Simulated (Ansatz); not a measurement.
`C=NB(C)F` + HCl → `C=NB(F)Cl` + CH₄ at 600 K and 1 bar (ligand exchange at a B–C bond).

Computed with Ansatz on PBE0-D4/def2-TZVP structures; ΔE is electronic, products minus reactants. CBS: MP2 limit from def2 TZ/QZ plus the TZ coupled-cluster correction, frozen cores. This one scheme is used for every species. Each species was taken in one conformer, which may not be the lowest.

```tsv
species	CCSD(T)/CBS energy (Eh)	H − E (kJ/mol)	S (J/(mol·K))
`C=NB(C)F`	-258.47400	250.0	408.9
HCl	-460.38127	35.4	207.2
`C=NB(F)Cl`	-678.42235	148.5	383.6
CH₄	-40.46206	140.4	215.7
```

H − E and S are ideal-gas, rigid-rotor, harmonic terms from PBE0-D4/def2-TZVP, for one conformer and one mirror image of each species. 1 Eh = 2625.50 kJ/mol, R = 8.31446 J/(mol·K).

Problem. By hand: ΔE, ΔH, ΔS and ΔG.

Solution. ΔE = (-678.42235) + (-40.46206) − (-258.47400) − (-460.38127) = -0.02914 Eh = -76.5 kJ/mol. Δ(H − E) = 148.5 + 140.4 − 250.0 − 35.4 = 3.5, so ΔH = -73.0 kJ/mol. ΔS = 383.6 + 215.7 − 408.9 − 207.2 = -16.8 J/(mol·K). ΔG = -73.0 − 600 × (-16.8)/1000 = -62.9 kJ/mol.

Problem. By hand: the equilibrium constant, and the temperature at which ΔG would vanish if ΔH and ΔS stayed fixed.

Solution. log₁₀ K = −ΔG/(RT ln 10) = 5.5. ΔG = 0 at ΔH/ΔS = 4345 K, far beyond where these terms or the molecules hold.

ΔH outweighs TΔS. A doubt of 5 kJ/mol in ΔE shifts log₁₀ K by 0.4 here. Other conformers and mirror images would add mixing entropy, several J/(mol·K) or more a flexible species. These are equilibria of isolated gas molecules and say nothing of rates. Largest T1 diagnostic: 0.013 (customary marks: 0.02 for closed shells, 0.045 for open ones).
